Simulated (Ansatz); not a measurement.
The cluster Ag₂Te₄. Total charge 0; singlet. Geometry PBE0-D4/def2-SVP, basis def2-TZVP, Ansatz.

```xyz
6

Ag   -0.3535    2.3273    0.2872
Ag   -0.8395   -1.2456    1.8337
Te   -0.2713    1.4750   -2.2761
Te    1.2525    0.5454    1.6510
Te    1.0345   -0.5582   -0.9583
Te   -0.8228   -2.5438   -0.5376
```

```json
{"run": "A", "HOMO (eV)": "-6.02", "LUMO (eV)": "-3.25"}
{"run": "B", "HOMO (eV)": "-5.02", "LUMO (eV)": "-4.00"}
{"run": "C", "HOMO (eV)": "-7.80", "LUMO (eV)": "-1.47"}
{"run": "D", "HOMO (eV)": "-5.21", "LUMO (eV)": "-3.94"}
{"run": "E", "HOMO (eV)": "-5.88", "LUMO (eV)": "-3.26"}
```

In the def2 sets Ag, Te take a core potential; there is no spin–orbit coupling. Another isomer (singlet) lies 0.66 eV lower at PBE0-D4/def2-TZVP; other spin states weren't run for this one.

Problem. The runs used PBE, PBE0, r2SCAN, r2SCAN0, ωB97M-V. Estimate which is which.

Solution. A r2SCAN0 (25 % exact exchange); B PBE (0 % exact exchange); C ωB97M-V (range-separated); D r2SCAN (0 % exact exchange); E PBE0 (25 % exact exchange). Exact exchange lowers occupied and raises empty levels; among semilocal functionals meta-GGAs tend to open the gap a little, and such runs are hard to tell apart. The gap grows from 1.02 eV (PBE) to 6.33 eV (ωB97M-V).
